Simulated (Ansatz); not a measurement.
`[CH3][GeH]([SiH3])[Cl]` + `CO[SiH2][Se]C` → `C[O][GeH]([CH3])[SiH3]` + `C[Se][SiH2]Cl`  (redistribution)

Calculated with Ansatz (gas phase, PBE0-D4/def2-TZVP geometries, no zero-point term in ΔE). CBS: MP2 limit from def2 TZ/QZ plus the TZ coupled-cluster correction, frozen cores. DFT in def2-TZVPP. For Ge, Se outer-core shells are correlated without core-valence functions, which leaves a few kJ/mol of doubt a bond. Scalar relativity is left out up to krypton. One conformer a species, not always the lowest.

```json
{"level": "ωB97X-V", "ΔE (kcal/mol)": "12.3"}
{"level": "B2PLYP", "ΔE (kcal/mol)": "12.6"}
{"level": "CCSD/def2-TZVPP", "ΔE (kcal/mol)": "12.6"}
{"level": "HF/CBS(def2)", "ΔE (kcal/mol)": "14.8"}
```

**Question.** What does CCSD(T)/CBS give? (Best estimate.)

**Answer.** The calculation gave: +12.1 kcal/mol. The listed levels differ from it by 0.2, 0.5, 0.5, 2.7 kcal/mol.

Largest T1 diagnostic among the species: 0.012.

From PBE to PBE0 (25 % exact exchange), in def2-TZVPP and without D4, ΔE moves by +0.9 kcal/mol. In def2-TZVPP, CCSD(T) changes the Hartree–Fock value by −2.5 kcal/mol (the triples alone add −0.4 kcal/mol) and MP2 by −2.4 kcal/mol.
